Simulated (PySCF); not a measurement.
Species: C2H6O2Si.
Z-matrix (Å and degrees, PBE0-D3(BJ)/def2-SVP geometry), rows numbered from 1:
```
C 
C   1  1.4969
O   2  1.2061  1  125.62
O   2  1.3398  1  113.04  3  -179.93
Si  4  1.7196  2  115.95  1  -179.86
H   1  1.0999  2  109.49  3   120.38
H   1  1.0953  2  110.03  3    -0.94
H   1  1.0997  2  109.63  3  -122.52
H   5  1.4870  4  102.66  2  -179.96
H   5  1.4864  4  110.46  2    62.32
H   5  1.4864  4  110.56  2   -62.23
```

A calculation gives these core lines: C 1s: 291.48 (area 1), 294.92 (area 1) eV; O 1s: 537.89 (area 1), 539.04 (area 1) eV; Si 1s: 1847.70 eV; Si 2p3/2: 107.82 eV.

Computed, not measured: PySCF 2.14.0, delta-SCF UKS SCAN, pcX-2 on the ionised atom, pcseg-1 elsewhere, spin-free X2C. Isolated species at its PBE0-D3(BJ)/def2-SVP geometry (one conformer only).

Question: Order the carbon atoms by C 1s binding energy.

Answer: 291.48 eV: C1 (methyl carbon next to a carbonyl); 294.92 eV: C2 (carbonyl carbon). Lowest listed C 1s: C1, bonded to C and 3 H. Highest, 3.44 eV above it: C2, bonded to O (double bond), O and C. Summing the Pauling electronegativity differences to the bonded atoms, each weighted by its formal bond order, gives -1.05 for the lowest site and +2.67 for the highest.

Question: Order the oxygen atoms by O 1s binding energy.

Answer: 537.89 eV: O3 (carbonyl oxygen); 539.04 eV: O4 (oxygen singly bound to a carbonyl carbon). Lowest listed O 1s: O3, bonded to C (double bond). Highest, 1.15 eV above it: O4, bonded to C and Si. Summing the Pauling electronegativity differences to the bonded atoms, each weighted by its formal bond order, gives -1.78 for the lowest site and -2.43 for the highest; the largest sum, -1.78, belongs to O3, 1.15 eV below the top. The smallest sum, -2.43, belongs to O4, 1.15 eV above the lowest.

Bonded neighbours of each site: C1: C and 3 H; C2: O (double bond), O and C; O3: C (double bond); O4: C and Si; Si5: O and 3 H.

Question: Which photon energy gives electrons from C 1s of C2 a kinetic energy of 20 eV, and what is their de Broglie wavelength?

Answer: hν = 294.92 + 20 = 314.92 eV, recoil neglected; λ = 12.264 Å/√(E/eV) = 2.74 Å.

Spin–orbit and ligand-field terms were added within each 2p shell after the spin-free SCF. 2p1/2 minus 2p3/2 (ligand field included): Si 0.63 eV.

On an Intel Xeon Platinum 8488C with one thread, shared host with 192 logical CPUs at a one-minute load of 31, this took 39 s of wall time and 0.42 GiB of memory at its peak.
